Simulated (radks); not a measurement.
Values are calculated unless marked as measured or tabulated.
Question: Ir, 77 electrons, occupied as [Kr] 4d10 4f14 5s2 5p5.75 5d7 6s2 6p0.25 (fractional occupations, a model configuration). Code: a radial shooting solver on a logarithmic mesh with Libxc functionals. Model: Dirac Kohn-Sham, exchange-only LDA, spin-unpolarised, spherical densities, finite nucleus; open shells are shared between the two j in proportion to 2j + 1; Fermi nuclear charge, rms radius 5.4032 fm. Some entries of the table are withheld. Estimate them.

| orbital | occ. | eigenvalue (eV) | <r> (bohr) | r(max) (bohr) |
|---|---|---|---|---|
| 1s1/2 | 2 | -75920.35 | (1) | 0.01083 |
| 2s1/2 | 2 | -13273.44 | 0.07302 | 0.06256 |
| 2p1/2 | 2 | -12722.88 | 0.06019 | 0.04621 |
| 2p3/2 | 4 | -11097.21 | 0.06850 | 0.05337 |
| 3s1/2 | 2 | -3104.088 | 0.1901 | 0.1761 |
| 3p1/2 | 2 | -2855.916 | 0.1802 | (2) |
| 3p3/2 | 4 | -2500.076 | 0.1955 | (3) |
| 3d3/2 | 4 | -2082.622 | 0.1705 | 0.1397 |
| 3d5/2 | 6 | -2005.654 | 0.1752 | 0.1437 |
| 4s1/2 | 2 | -661.7148 | 0.4236 | 0.3979 |
| 4p1/2 | 2 | -556.8747 | 0.4268 | 0.3965 |
| 4p3/2 | 4 | -472.4735 | 0.4608 | 0.4270 |
| 4d3/2 | 4 | (4) | 0.4722 | 0.4211 |
| 4d5/2 | 6 | (5) | 0.4835 | 0.4307 |
| 5s1/2 | 2 | -98.3122 | 0.9769 | 0.8905 |
| 5p1/2 | 1.91667 | -65.1616 | 1.062 | 0.9450 |
| 4f5/2 | 6 | -64.4583 | 0.5314 | 0.3920 |
| 4f7/2 | 8 | -61.3359 | 0.5391 | 0.3968 |
| 5p3/2 | 3.83333 | -51.3603 | 1.162 | 1.026 |
| 5d3/2 | 2.8 | -8.0576 | (6) | 1.273 |
| 5d5/2 | 4.2 | -6.7897 | (7) | 1.314 |
| 6s1/2 | 2 | -6.1460 | 2.878 | 2.378 |
| 6p1/2 | 0.0833333 | (8) | 4.237 | 3.134 |
| 6p3/2 | 0.166667 | (9) | 5.090 | 3.645 |

Answer: 
(1) 1s1/2 <r> (bohr): 0.01745
(2) 3p1/2 r(max) (bohr): 0.1645
(3) 3p3/2 r(max) (bohr): 0.1791
(4) 4d3/2 eigenvalue (eV): -299.8903
(5) 4d5/2 eigenvalue (eV): -284.2218
(6) 5d3/2 <r> (bohr): 1.655
(7) 5d5/2 <r> (bohr): 1.732
(8) 6p1/2 eigenvalue (eV): -1.4085
(9) 6p3/2 eigenvalue (eV): -0.8330
